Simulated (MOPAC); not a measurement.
MOPAC input (MNDO):

```
MNDO 1SCF UHF MS=0.5 GEO-OK AUX(PRECISION=9) THREADS=1
H5ClN3Si

N     0.43107000 1    1.45950000 1   -1.10901700 1
Si    0.09147100 1   -0.07482900 1   -0.35322500 1
N     1.39334000 1   -1.15391300 1   -0.19792200 1
N    -1.11291600 1   -0.86942200 1   -1.24970900 1
Cl   -0.38610900 1    0.45802300 1    1.60548600 1
H    -0.38951200 1    2.05468300 1   -1.24451000 1
H     2.02782300 1   -1.07312300 1    0.57970000 1
H     1.84821500 1   -1.52051400 1   -1.01938700 1
H    -1.26714300 1   -1.85939700 1   -1.14285800 1
H    -1.91658800 1   -0.39358200 1   -1.62451800 1
```

Output:

```
 *******************************************************************************
 **                                                                           **
 **                              MOPAC v23.2.5                                **
 **                                                                           **
 *******************************************************************************
 ** MOPAC's Digital Object Identifier: https://doi.org/10.5281/zenodo.6511958 **
 **                                                                           **
 ** Please cite the open-source release paper for use of this MOPAC version:  **
 ** J. E. Moussa and J. J. P. Stewart (2026)                                  **
 ** MOPAC: An open-source semiempirical molecular orbital program             **
 ** J. Open Source Softw., 11(119), 8025, https://doi.org/10.21105/joss.08025 **
 *******************************************************************************

                              MNDO CALCULATION RESULTS

 *******************************************************************************
 *  MNDO       - The MNDO Hamiltonian to be used
 *  GEO-OK     - OVERRIDE INTERATOMIC DISTANCE AND OTHER SAFETY CHECKS
 *  UHF        - UNRESTRICTED HARTREE-FOCK CALCULATION
 *  MS=        - IN MECI, MAGNETIC COMPONENT OF SPIN =  0.5
 *  1SCF       - DO 1 SCF AND THEN STOP
 *  AUX        - OUTPUT AUXILIARY INFORMATION
 *******************************************************************************
MNDO 1SCF UHF MS=0.5 GEO-OK AUX(PRECISION=9) THREADS=1
 H5ClN3Si

   ATOM   CHEMICAL          X               Y               Z
  NUMBER   SYMBOL      (ANGSTROMS)     (ANGSTROMS)     (ANGSTROMS)

     1       N          0.43107000  *   1.45950000  *  -1.10901700  *
     2      Si          0.09147100  *  -0.07482900  *  -0.35322500  *
     3       N          1.39334000  *  -1.15391300  *  -0.19792200  *
     4       N         -1.11291600  *  -0.86942200  *  -1.24970900  *
     5      Cl         -0.38610900  *   0.45802300  *   1.60548600  *
     6       H         -0.38951200  *   2.05468300  *  -1.24451000  *
     7       H          2.02782300  *  -1.07312300  *   0.57970000  *
     8       H          1.84821500  *  -1.52051400  *  -1.01938700  *
     9       H         -1.26714300  *  -1.85939700  *  -1.14285800  *
    10       H         -1.91658800  *  -0.39358200  *  -1.62451800  *

          CARTESIAN COORDINATES

    NO.       ATOM           X           Y           Z

     1         N          0.4311      1.4595     -1.1090
     2        Si          0.0915     -0.0748     -0.3532
     3         N          1.3933     -1.1539     -0.1979
     4         N         -1.1129     -0.8694     -1.2497
     5        Cl         -0.3861      0.4580      1.6055
     6         H         -0.3895      2.0547     -1.2445
     7         H          2.0278     -1.0731      0.5797
     8         H          1.8482     -1.5205     -1.0194
     9         H         -1.2671     -1.8594     -1.1429
    10         H         -1.9166     -0.3936     -1.6245

  H: (MNDO): M.J.S. DEWAR, W. THIEL, J. AM. CHEM. SOC., 99, 4899, (1977)
  N: (MNDO): M.J.S. DEWAR, W. THIEL, J. AM. CHEM. SOC., 99, 4899, (1977)
 Si: (MNDO): M.J.S.DEWAR, ET. AL. ORGANOMETALLICS  5, 375 (1986)
 Cl: (MNDO): M.J.S.DEWAR, H.S.RZEPA, J. COMP. CHEM., 4, 158, (1983)

           Empirical Formula: H5 N3 Si Cl  =    10 atoms

      MOLECULAR POINT GROUP   :   C1

          UHF CALCULATION, NO. OF ALPHA ELECTRONS =   16
                           NO. OF BETA  ELECTRONS =   15

 -------------------------------------------------------------------------------
 MNDO 1SCF UHF MS=0.5 GEO-OK AUX(PRECISION=9) THREADS=1
 H5ClN3Si

     1SCF WAS SPECIFIED, SO BFGS WAS NOT USED
     SCF FIELD WAS ACHIEVED

                              MNDO CALCULATION
                                                       MOPAC v23.2.5 Linux

          FINAL HEAT OF FORMATION =        -45.99201 KCAL/MOL =    -192.43055 KJ/MOL

          COSMO AREA              =        128.24 SQUARE ANGSTROMS
          COSMO VOLUME            =        118.08 CUBIC ANGSTROMS

          IONIZATION POTENTIAL    =         10.600054 EV
          ALPHA SOMO LUMO (EV)    =        -10.648  0.214
          BETA  SOMO LUMO (EV)    =        -10.600 -0.453
          NO. OF ALPHA ELECTRONS  =         16
          NO. OF BETA  ELECTRONS  =         15
          MOLECULAR WEIGHT        =        110.5981         POINT GROUP:  C1

          MOLECULAR DIMENSIONS (Angstroms)

            Atom       Atom       Distance
            H    10    H     7     4.56933
            H     9    H     6     4.01056
            H     8   Cl     5     3.59243

          SCF CALCULATIONS        =          1

   ATOM   CHEMICAL          X               Y               Z
  NUMBER   SYMBOL      (ANGSTROMS)     (ANGSTROMS)     (ANGSTROMS)

     1       N          0.43107000  *   1.45950000  *  -1.10901700  *
     2      Si          0.09147100  *  -0.07482900  *  -0.35322500  *
     3       N          1.39334000  *  -1.15391300  *  -0.19792200  *
     4       N         -1.11291600  *  -0.86942200  *  -1.24970900  *
     5      Cl         -0.38610900  *   0.45802300  *   1.60548600  *
     6       H         -0.38951200  *   2.05468300  *  -1.24451000  *
     7       H          2.02782300  *  -1.07312300  *   0.57970000  *
     8       H          1.84821500  *  -1.52051400  *  -1.01938700  *
     9       H         -1.26714300  *  -1.85939700  *  -1.14285800  *
    10       H         -1.91658800  *  -0.39358200  *  -1.62451800  *

                             CARTESIAN COORDINATES

   1    N        0.431070000     1.459500000    -1.109017000
   2   Si        0.091471000    -0.074829000    -0.353225000
   3    N        1.393340000    -1.153913000    -0.197922000
   4    N       -1.112916000    -0.869422000    -1.249709000
   5   Cl       -0.386109000     0.458023000     1.605486000
   6    H       -0.389512000     2.054683000    -1.244510000
   7    H        2.027823000    -1.073123000     0.579700000
   8    H        1.848215000    -1.520514000    -1.019387000
   9    H       -1.267143000    -1.859397000    -1.142858000
  10    H       -1.916588000    -0.393582000    -1.624518000

           Empirical Formula: H5 N3 Si Cl  =    10 atoms

      MOLECULAR POINT GROUP   :   C1

          ALPHA EIGENVALUES
 -35.27507 -31.75769 -31.28511 -24.45123 -18.11310 -17.73908 -17.54553 -16.35702
 -15.49845 -14.90899 -12.89091 -12.69193 -12.53731 -11.95606 -10.98038 -10.64818
   0.21400   1.62162   2.28470   2.42495   4.76413   5.08383   5.45566   5.99833
   6.15624

           BETA EIGENVALUES
 -34.94252 -31.75234 -29.11949 -24.38998 -18.04098 -17.68956 -17.51729 -15.97582
 -15.39992 -14.67746 -12.77016 -12.68230 -11.40988 -10.81283 -10.60005  -0.45337
   0.69527   1.97766   2.43178   2.64877   5.05514   5.22020   5.49773   6.00852
   6.15872

              NET ATOMIC CHARGES AND DIPOLE CONTRIBUTIONS

  ATOM NO.   TYPE          CHARGE      No. of ELECS.   s-Pop       p-Pop
    1          N          -0.446362        5.4464     1.78832     3.65804
    2         Si           1.571337        2.4287     0.90312     1.52554
    3          N          -0.675698        5.6757     1.53700     4.13870
    4          N          -0.689552        5.6896     1.52881     4.16074
    5         Cl          -0.486631        7.4866     1.98509     5.50154
    6          H           0.103414        0.8966     0.89659
    7          H           0.157340        0.8427     0.84266
    8          H           0.150963        0.8490     0.84904
    9          H           0.161529        0.8385     0.83847
   10          H           0.153660        0.8463     0.84634
 DIPOLE           X         Y         Z       TOTAL
 POINT-CHG.     0.114    -0.766    -2.264     2.393
 HYBRID        -0.860    -0.334     0.043     0.924
 SUM           -0.746    -1.100    -2.221     2.589

          ATOMIC ORBITAL ELECTRON POPULATIONS

     Atom    s        px        py        pz
    1  N   1.78832   1.38932   1.20681   1.06191
    2 Si   0.90312   0.52054   0.54509   0.45992
    3  N   1.53700   1.33089   1.66968   1.13813
    4  N   1.52881   1.33506   1.11099   1.71469
    5 Cl   1.98509   1.96611   1.95616   1.57927
    6  H   0.89659
    7  H   0.84266
    8  H   0.84904
    9  H   0.83847
   10  H   0.84634

                    (SZ)    =    0.500000
                    (S**2)  =    0.755269

          ATOMIC ORBITAL SPIN POPULATIONS

    Atom   Total    s     px     py     pz
         Atomic
    1  N  1.0670  0.026  0.034  0.199  0.807
    2 Si -0.0443 -0.012 -0.001 -0.023 -0.007
    3  N -0.0056 -0.000 -0.000 -0.005 -0.001
    4  N  0.0049  0.001  0.003  0.001 -0.001
    5 Cl  0.0122 -0.000  0.001  0.000  0.011
    6  H -0.0352 -0.035
    7  H  0.0004  0.000
    8  H  0.0001  0.000
    9  H -0.0002 -0.000
   10  H  0.0007  0.001

 **********************
 *                    *
 * JOB ENDED NORMALLY *
 *                    *
 **********************

 == MOPAC DONE ==
```

The geometry given is a B3LYP-D3(BJ)/def2-TZVP minimum.
